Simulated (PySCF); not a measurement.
A calculated (r2SCAN, PySCF 2.14, aug-cc-pwCVTZ-DK with one added diffuse shell each of s, p, d, f, g type, scalar relativity by spin-free X2C-1e) atom or ion has these occupied shells.

| shell | electrons | orbital energy (eV) | rms radius, mean of both spins (bohr) |
| --- | --- | --- | --- |
| 1s β | 1 | -7611.1 | 0.0649 |
| 1s α | 1 | -7611.0 | 0.0649 |
| 2s α | 1 | -908.37 | 0.277 |
| 2s β | 1 | -906.37 | 0.277 |
| 2p α | 3 | -776.23 | 0.249 |
| 2p β | 3 | -774.71 | 0.249 |
| 3s α | 1 | -107.59 | 0.832 |
| 3s β | 1 | -102.65 | 0.832 |
| 3p α | 3 | -69.404 | 0.888 |
| 3p β | 3 | -64.656 | 0.888 |
| 3d α | 5 | -9.844 | 1.23 |
| 3d β | 2 | -7.468 | 1.23 |
| 4s α | 1 | -5.925 | 3.15 |
| 4s β | 1 | -5.310 | 3.15 |

(1) Name the element and its charge.

Results:

(1) Co (cobalt, neutral), in [Ar] 3d7 4s2, high-spin 4F determinant.
